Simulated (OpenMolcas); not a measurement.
Lines of neutral hafnium: computed and rescaled rates

```yaml
Program: OpenMolcas
Method: "SS-CASPT2, IPEA 0.25 Eh, imaginary shift 0.1 Eh (closed shells correlated: 5s 5p 6s)"
Basis: ANO-RCC-VTZP [8s7p5d3f2g1h]
Scalar_Hamiltonian: DKH2, point nucleus
Active_space: 2 electrons in 5 orbitals (5d)
State_averaging: 2S+1 = 3 even, 10 roots; 2S+1 = 1 even, 15 roots
Spin-orbit_coupling: state interaction with AMFI integrals over the reference wave functions, term energies averaged over their components
```

Rates come from the transition moments of the reference wave functions (E1 and E2 in the length form). At fixed line strength A goes as λ^-3 for E1 and M1 and as λ^-5 for E2, so a rate at the computed wavelength can be rescaled to the measured one. Measured vacuum wavelengths follow from level energies in NIST Handbook of Basic Atomic Spectroscopic Data. Branching counts decays inside the model space alone, at computed energies, and the table is only a selection of the E2 and M1 lines, drawn from those between levels with measured partners whose computed energy lies within a factor of 1.5 of the measured one.

```tsv
Upper	Lower	Type	λ computed (nm)	λ measured (nm)	A computed (s-1)	A rescaled (s-1)	Branching %
5d2 6s2 3P2	5d2 6s2 1D2 [72 %]	M1	2064	2989	7.66e-01		68.1
5d2 6s2 1D2 [72 %]	5d2 6s2 3F2	M1	1473	1773	5.72e-01		73.3
5d2 6s2 3F3	5d2 6s2 3F2	M1	3618	4243	4.94e-01	3.06e-01	100.0
5d2 6s2 3F4	5d2 6s2 3F3	M1	3974	4523	3.12e-01	2.12e-01	100.0
5d2 6s2 1D2 [72 %]	5d2 6s2 3F3	M1	2485	3047	2.06e-01		26.4
5d2 6s2 3P2	5d2 6s2 3F3	M1	1128	1509	1.76e-01		15.6
5d2 6s2 3P2	5d2 6s2 3P1	M1	4266	4147	1.41e-01	1.53e-01	12.5
5d2 6s2 3P0	5d2 6s2 3F2	E2	1302	1811	7.74e-02	1.49e-02	100.0
5d2 6s2 3P1	5d2 6s2 3F2	M1	1077	1521	5.73e-02		22.5
5d2 6s2 3P1	5d2 6s2 3F2	E2	1077	1521	4.18e-02	7.44e-03	16.5
5d2 6s2 3P2	5d2 6s2 3F3	E2	1128	1509	2.27e-02	5.30e-03	2.0
5d2 6s2 3P2	5d2 6s2 3F4	E2	1574	2264	1.27e-02	2.06e-03	1.1
5d2 6s2 3P2	5d2 6s2 3F2	E2	859.7	1113	5.62e-03	1.55e-03	0.5
```

Spin-changing lines and M1 lines between different terms are not rescaled, since their strength hangs on the term gaps too.

The largest correction is for 5d2 6s2 3P2 → 5d2 6s2 3F4 (E2): 1.27e-02 × (1574 / 2264)^5 = 2.06e-03 s-1, a factor of 0.16.

The computed order of these levels differs from the measured one in 1 place, and where term gaps are wrong the rates of spin-changing lines can be off by large factors.

No measured rate stands beside these. Rescaling mends the energy factor alone: line strengths can still be far off where a level mixes with configurations outside the active space, and weak or spin-changing lines hang on small mixing coefficients that depend on the term gaps too, so rescaling need not improve them.

CASPT2 breaks the degeneracy within a term, and the mean is taken; among the terms shown or strongly mixed into the levels shown the widest spread is 500 cm-1 (5d2 6s2 3F). Over all roots computed the reference weight is 0.85 to 0.91; the roots of lowest weight are the least certain, and an intruder state may touch them. Some levels mix across a computed gap that differs much from the measured one, so their mixing is not that of the real levels. With the s shell closed, the reference lacks s² → p², s² → d² and s → d mixing, so excited terms can stand far too high and out of order, with CASPT2 too. Some terms miss by over 15 % even with CASPT2, which points to a basis or an active space too small for the shells correlated. Computed and measured levels are paired by configuration, term and J; levels that our copy of the source lacks, or whose pairing is in doubt (as where it misses far off the trend of its configuration), stay unpaired. Levels of configurations outside the active space are missing.

A share in square brackets marks a mixed level and gives the weight of the term that names it.
